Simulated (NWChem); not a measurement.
# VF$_{5}$; SMILES [F][V]([F])([F])([F])[F]

```xyz
6

V      0.0000     0.0000     0.0000
F      0.0000     0.0000    -1.7476
F      0.0000     0.0000     1.7476
F      1.6533    -0.4430     0.0000
F     -0.4430     1.6533     0.0000
F     -1.2103    -1.2103     0.0000
```
Atoms are numbered in this order, from 1.

Level: PBE-D3(BJ)/def2-SVP (NWChem), optimised geometry, unscaled harmonic frequencies. 

```tsv
frequency (cm⁻¹)	IR intensity (km/mol)
115	1.3
115	1.3
278	17.0
278	17.0
334	12.7
342	0.0
342	0.0
602	0.0
708	0.0
750	245.3
804	167.2
804	167.2
```

```json
{
 "zero_point_energy": "7.8 kcal/mol",
 "thermal correction to the enthalpy at 298.15 K (with zero-point energy)": "12.7 kcal/mol",
 "heat capacity Cv": "21.9 cal/(mol K)",
 "entropy at 298.15 K and 1 atm (symmetry number 6)": "79.0 cal/(mol K)",
 "dipole_moment": "0.00 D"
}
```

Rigid rotor and harmonic oscillator.
